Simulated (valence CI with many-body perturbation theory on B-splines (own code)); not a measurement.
Results of a calculation; reference values are marked as such.
**Ta⁵²⁺: what each term of the Hamiltonian does**

Level of theory: configuration interaction combined with many-body perturbation theory (CI+MBPT): three valence electrons over a frozen Dirac-Fock core [Ar], radial functions for each j: 9 s, 9 p, 10 d, 8 f, 5 g, 3 h, 1 i, with the one-electron correlation potential Σ1 (screened to all orders), the two-electron term Σ2, the three-electron term Σ3, Breit, model QED; selected single and double excitations, second order for the rest (own B-spline code, finite nucleus).

No measured spectrum was set against this ion. As an estimate, large intervals hold to a few tenths of a per cent, small ones and those within an open d or f shell to about a per cent. The list stops below the first excitations out of the core. Only levels of the ground parity were solved; by the run's estimate the other parity begins above the list, which can be wrong where configurations are misplaced.

Each rung adds one term. CI alone is the Dirac-Coulomb CI over the frozen core; QED comes last and gives the full result, which names the levels. Energies are above (3d3/2^3) J=3/2 on the same rung, in cm⁻¹.

Levels are named by their leading jj configuration (3d3/2^4 stands for four electrons in 3d with j = 3/2), which in mixed levels can hold well under half, so a name can repeat and another be missing. Letters in brackets count levels of one name in rising energy.

```tsv
Level	CI alone
(3d3/2^2 3d5/2) J=5/2 [a]	500099
(3d3/2^2 3d5/2) J=3/2	550415
(3d3/2^2 3d5/2) J=9/2	591418
(3d3/2^2 3d5/2) J=7/2	589195
(3d3/2^2 3d5/2) J=1/2	596590
(3d3/2^2 3d5/2) J=5/2 [b]	783552
(3d3/2 3d5/2^2) J=7/2 [a]	1073030
(3d3/2 3d5/2^2) J=9/2	1115650
(3d3/2 3d5/2^2) J=3/2 [a]	1149680
(3d3/2 3d5/2^2) J=1/2	1174940
(3d3/2 3d5/2^2) J=11/2	1197630
(3d3/2 3d5/2^2) J=5/2 [a]	1190260
(3d3/2 3d5/2^2) J=5/2 [b]	1262210
(3d3/2 3d5/2^2) J=7/2 [b]	1269990
(3d3/2 3d5/2^2) J=3/2 [b]	1421420
(3d5/2^3) J=9/2	1683590
```

(1) What do these energies become with core correlation, Breit and QED?

(2) How does the ionisation energy move along the ladder, and which term matters most?

## Answers

(1) (3d3/2^2 3d5/2) J=5/2 [a] 493060 (-7039); (3d3/2^2 3d5/2) J=3/2 543412 (-7002); (3d3/2^2 3d5/2) J=9/2 572445 (-18972); (3d3/2^2 3d5/2) J=7/2 572735 (-16460); (3d3/2^2 3d5/2) J=1/2 585757 (-10832); (3d3/2^2 3d5/2) J=5/2 [b] 769947 (-13605); (3d3/2 3d5/2^2) J=7/2 [a] 1055560 (-17477); (3d3/2 3d5/2^2) J=9/2 1091720 (-23929); (3d3/2 3d5/2^2) J=3/2 [a] 1133280 (-16395); (3d3/2 3d5/2^2) J=1/2 1156550 (-18390); (3d3/2 3d5/2^2) J=11/2 1167370 (-30262); (3d3/2 3d5/2^2) J=5/2 [a] 1170000 (-20257); (3d3/2 3d5/2^2) J=5/2 [b] 1238240 (-23974); (3d3/2 3d5/2^2) J=7/2 [b] 1242810 (-27177); (3d3/2 3d5/2^2) J=3/2 [b] 1401050 (-20373); (3d5/2^3) J=9/2 1653490 (-30101).

(2) CI alone 4874.3, + Σ1 4876.9, + Σ2 4883.0, + Σ3 4883.1, + Breit 4878.5, + QED 4878.8 eV. The largest step is Σ2, 6.1 eV. NIST lists 4877 ± 4 eV (theoretical).
